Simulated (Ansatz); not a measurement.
Cl$_{2}$H$_{3}$NSn (`[NH2][SnH]([Cl])[Cl]`). The species carries charge 0 and has multiplicity 1. Correlated methods include outer-core shells of Sn, which these sets cover unevenly. Sn takes the def2 core potential.

Cartesian coordinates in Å:
```
N 0.199 -0.596 -1.162
Sn -0.103 0.284 0.608
Cl 1.825 1.498 1.000
Cl -1.871 1.729 0.250
H 1.000 -1.214 -1.186
H -0.609 -1.087 -1.522
H -0.442 -0.614 2.012
```

Q: Give the diagnostics of a CCSD(T)/def2-TZVPP run (frozen core, the Gaussian-basis code of Ansatz). (Best estimate.)

A: The calculation gave: T1 = 0.0113, largest single amplitude 0.023, largest double 0.022, (T) share of the correlation energy 3.7 %, 9 CCSD cycles. The RHF solution is stable towards an unrestricted one. T1 lies under the customary mark of 0.02 for closed shells.
